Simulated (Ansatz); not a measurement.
Pb3Se3, relaxed as a singlet with RKS r2SCAN-D4/def2-SVP in Ansatz, starting from the GFN1-xTB geometry. Force threshold 0.03 eV/Å.

In the def2 sets Pb takes a core potential; there is no spin–orbit coupling. Another isomer (singlet) lies 0.42 eV lower at PBE0-D4/def2-TZVP; other spin states weren't run for this one.

Start:

Cartesian coordinates in Å:
```
Pb 1.232 1.631 -1.728
Pb 1.496 -1.490 1.654
Pb -2.684 -0.146 0.066
Se -1.073 -1.227 1.782
Se 2.335 -0.390 -0.538
Se -1.307 1.622 -1.237
```

Question: Estimate the energy that the relaxation releases and the steps that it takes.

Answer: 75.8 kJ/mol, in 19 steps; 98 s on 4 threads of Arm Neoverse V2 on a shared host. The force fell under the threshold at step 9, but the optimiser went on and released 0.546 eV more. No frequencies were taken in this run, so the end may be a saddle point.

Question: Does the start keep its bonding and symmetry?

Answer: Bonds formed: Pb3–Se5 (atoms count from 1). Point group Cs at the start, Cs at the end, both within 0.05 Å.

Question: Predict the relaxed structure.

Answer: 
Cartesian coordinates in Å:
```
Pb 1.1383 1.8302 -1.5261
Pb 1.3952 -1.3013 1.8270
Pb -1.4539 -0.7702 -0.6065
Se -1.1524 -0.8677 2.1642
Se 1.4620 -0.8919 -0.9445
Se -1.3892 2.0009 -0.9141
```
Bond lengths (bridged metal pairs left out): 7 × Pb–Se 2.61 to 2.94 Å.
